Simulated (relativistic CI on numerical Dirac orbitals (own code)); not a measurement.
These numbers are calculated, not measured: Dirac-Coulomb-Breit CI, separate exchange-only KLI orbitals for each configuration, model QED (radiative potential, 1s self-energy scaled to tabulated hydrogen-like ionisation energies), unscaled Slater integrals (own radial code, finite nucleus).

The strongest absorption lines from the ground level of an ion, among the configurations computed and to levels below about 197 eV (vacuum wavelength in nm, gf): 6.5670 (0.52), 6.9154 (0.7), 12.826 (0.75), 13.341 (8.5), 13.469 (0.82), 13.799 (4.4), 13.806 (2.1), 14.079 (0.6).

Which ion is it?
A. Sn¹⁶⁺
B. Sn¹⁸⁺
C. Sn¹⁴⁺
D. Te¹⁸⁺

A. Sn¹⁶⁺ has 34 electrons and the ground level 4s²4p⁴ ³P2; the strongest line goes to 4s²4p³4d ³D°3. The pattern of lines fixes the number of electrons, and along that sequence the line energies rise steadily with the charge (about as its square where n changes within one kind of shell, about linearly where n is kept but much faster in heavy ions where fine structure, which grows about as Z⁴, sets the gap, and irregularly where shells cross), which fixes Z. Configurations outside the model, such as inner-shell arrays, can give stronger lines. At this charge energies of transitions that change n are usually good to better than 1 %, and those within a shell (Δn = 0) to a few per cent.

LS names give the leading component of a level, which can be under half, so a name can repeat, a term be missing and a line seem to break the LS rules.
